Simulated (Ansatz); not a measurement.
Start from `[OH][SnH2][Cl]` and change one element to get `[OH][SnH2][Br]`.

Ansatz, PBE0-D4/def2-TZVP geometries, multiplicity 1. Each molecule was computed in one conformer, which needn't be the lowest.

Elements past krypton have def2 core potentials. Scalar relativity is left out up to krypton.

```csv
property,`[OH][SnH2][Cl]`
HOMO energy (B3LYP/def2-TZVPP) / eV,-8.48
zero-point energy (PBE0-D4/def2-TZVP) / kJ/mol,73.5
LUMO energy (ωB97M-V/def2-TZVPP) / eV,0.92
LUMO energy (B3LYP/def2-TZVPP) / eV,-1.19
LUMO energy (PBE/def2-TZVPP) / eV,-1.80
HOMO energy (ωB97M-V/def2-TZVPP) / eV,-10.99
```

(1) Give the same properties after the change, and the shifts. (Estimate.)

Answers

(1) Computed: 
```tsv
property	`[OH][SnH2][Br]`	shift
HOMO energy (B3LYP/def2-TZVPP) / eV	-8.08	0.40
zero-point energy (PBE0-D4/def2-TZVP) / kJ/mol	72.6	-0.9
LUMO energy (ωB97M-V/def2-TZVPP) / eV	0.74	-0.18
LUMO energy (B3LYP/def2-TZVPP) / eV	-1.41	-0.22
LUMO energy (PBE/def2-TZVPP) / eV	-1.99	-0.19
HOMO energy (ωB97M-V/def2-TZVPP) / eV	-10.54	0.45
```

With PBE0 the HOMO rises by 0.39 eV and the LUMO falls by 0.23 eV, so the gap narrows by about 0.62 eV. PBE moves the HOMO by 0.16 eV and ωB97M-V by 0.45 eV.

B3LYP here is the variant with VWN-RPA as its local correlation; programs differ in this.

Spin–orbit coupling is left out; it splits and shifts lone-pair levels of the heavy atoms by tenths of an eV.
